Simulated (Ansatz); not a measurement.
Consider the formal exchange of groups at a Ge–B bond: `[BH2][GeH2][SiH2][SiH3]` + `OCS` → `[OH][GeH2][SiH2][SiH3]` + `BCS`.

Isolated molecules relaxed with PBE0-D4/def2-TZVP in Ansatz; ΔE leaves out vibrations. CCSD(T)/CBS is the MP2 limit (def2-TZVPP, def2-QZVPP) plus CCSD(T) − MP2 in def2-TZVPP, frozen cores. Functionals use def2-TZVPP. For Ge outer-core shells are correlated without core-valence functions, which leaves a few kJ/mol of doubt a bond. Scalar relativity is left out up to krypton. One conformer a species, not always the lowest.

`[BH2][GeH2][SiH2][SiH3]`:

Cartesian coordinates in Å:
```
B 0.070 -1.831 -1.486
Ge 0.451 -1.606 0.505
Si 0.832 0.745 0.794
Si -1.029 1.946 0.050
H 0.959 -2.026 -2.260
H -1.037 -1.682 -1.909
H 1.700 -2.350 1.012
H -0.738 -1.967 1.415
H 2.034 1.152 0.014
H 1.093 1.029 2.233
H -2.242 1.507 0.791
H -1.238 1.673 -1.399
H -0.855 3.411 0.240
```

`OCS`:

Z-matrix (Å, degrees):
```
C
S 1 1.793
O 1 1.405 2 110.6
H 1 1.095 2 109.2 3 123.4
H 1 1.097 2 104.5 3 -120.8
H 2 1.343 1 96.4 3 -70.0
H 3 0.962 1 108.1 2 177.5
```

`[OH][GeH2][SiH2][SiH3]`:

```xyz
12

O     0.668    2.278   -0.808
Ge   -0.759    1.675    0.092
Si   -0.984   -0.675   -0.284
Si    1.029   -1.715    0.294
H     1.485    1.865   -0.522
H    -1.918    2.508   -0.472
H    -0.578    1.978    1.598
H    -1.294   -0.921   -1.719
H    -2.095   -1.218    0.546
H     1.269   -1.557    1.754
H     2.148   -1.056   -0.435
H     1.030   -3.163   -0.043
```

`BCS`:

Z-matrix (Å, degrees):
```
C
S 1 1.811
B 1 1.548 2 119.2
H 1 1.103 2 109.6 3 -120.2
H 1 1.095 2 108.4 3 126.7
H 2 1.341 1 97.1 3 11.3
H 3 1.198 1 118.3 2 171.7
H 3 1.197 1 122.4 2 -10.8
```

```tsv
species	PBE0-D4 energy (Eh)
`[BH2][GeH2][SiH2][SiH3]`	-2685.69108
`OCS`	-513.71061
`[OH][GeH2][SiH2][SiH3]`	-2735.50664
`BCS`	-463.93412
```

**Question.** Work out ΔE.

**Answer.** ΔE = (-2735.50664) + (-463.93412) − (-2685.69108) − (-513.71061) = -0.03907 Eh = -24.5 kcal/mol. CCSD(T)/CBS gives -25.6 kcal/mol.

Largest T1 diagnostic among the species: 0.013.
